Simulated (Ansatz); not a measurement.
C2H6BN⁺, that is B(CNMe)H3 with one electron fewer, relaxed as a doublet with UKS r2SCAN-D4/def2-SVP in Ansatz, starting from the r2SCAN-D4/def2-SVP geometry of the neutral singlet. Force threshold 0.02 eV/Å.

Start:

Cartesian coordinates in Å:
```
B 0.699 1.736 -0.905
C 0.183 0.454 -0.236
N -0.210 -0.523 0.275
C -0.684 -1.699 0.886
H -0.950 -2.442 0.118
H -1.576 -1.476 1.491
H 0.092 -2.125 1.539
H 0.984 2.509 0.001
H -0.216 2.154 -1.603
H 1.678 1.412 -1.565
```

(1) Estimate the energy that the relaxation releases and the steps that it takes.

(2) Does the start keep its bonding and symmetry?

(3) Predict the relaxed structure.

Answers

(1) 121.9 kJ/mol, in 21 steps; 45 s on 4 threads of Arm Neoverse V1 on a shared host. No frequencies were taken in this run, so the end may be a saddle point.

(2) By distances, no bond broke or formed. The bond that changes most is B1–H8, from 1.22 to 1.31 Å (atoms count from 1). A close non-bonded pair moves further: H8–H9, from 2.03 to 0.98 Å. Point group C3v at the start, Cs at the end, both within 0.05 Å.

(3) 
```xyz
10

B     0.868    1.519   -0.953
C     0.227    0.342   -0.236
N    -0.207   -0.601    0.284
C    -0.727   -1.753    0.913
H    -0.962   -2.504    0.143
H    -1.638   -1.479    1.465
H     0.029   -2.153    1.607
H     0.544    2.667   -0.408
H     0.008    2.477   -1.200
H     1.857    1.487   -1.616
```
Bond lengths: 2 × C–N 1.16 to 1.41 Å; 1 × B–C 1.52 Å; 3 × B–H 1.19 to 1.31 Å; 3 × C–H 1.10 Å.
